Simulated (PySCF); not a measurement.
Excitations are Tamm–Dancoff values on a coarser integration grid. The basis has no diffuse functions, so Rydberg states are missing or too high.

Cartesian coordinates (Å):
SMILES: O[Si](CC)(CC)CC
```xyz
24

C     -2.1317    -1.3423    -0.7327
C     -1.4998    -1.0696     0.6393
Si     0.1391    -0.1530     0.5696
O      0.5643     0.0922     2.1836
C      1.4579    -1.1887    -0.3023
C      2.8747    -0.6019    -0.2354
C     -0.0443     1.5156    -0.3017
C     -1.1186     2.4213     0.3156
H     -1.4702    -1.9489    -1.3732
H     -2.3388    -0.4064    -1.2777
H     -3.0867    -1.8856    -0.6458
H     -1.3330    -2.0164     1.1829
H     -2.1898    -0.4832     1.2710
H      1.3659     0.6030     2.3429
H      1.1526    -1.3261    -1.3555
H      1.4445    -2.1975     0.1480
H      3.2018    -0.4682     0.8097
H      2.9303     0.3850    -0.7242
H      3.6188    -1.2502    -0.7260
H     -0.2607     1.3297    -1.3696
H      0.9365     2.0258    -0.2886
H     -2.1201     1.9669     0.2397
H     -1.1679     3.4057    -0.1779
H     -0.9247     2.5928     1.3868
```
Charge 0, multiplicity 1.

### Question
Predict the LUMO, S1 excitation (TDA), total energy, S1–T1 gap (TDA), dipole moment, HOMO, T1 excitation (TDA) and HOMO–LUMO gap from PBE-D3(BJ)/def2-TZVP // B3LYP-D3(BJ)/def2-SVP (PySCF 2.14.0).

### Answer

The LUMO comes out as -0.19 eV and the S1 excitation (TDA) is 6.06 eV. The total energy comes out as -16398.63 eV and the S1–T1 gap (TDA) is 0.16 eV. The dipole moment comes out as 1.22 D. The HOMO is -6.19 eV. The T1 excitation (TDA) is 5.90 eV and the HOMO–LUMO gap is 5.99 eV.
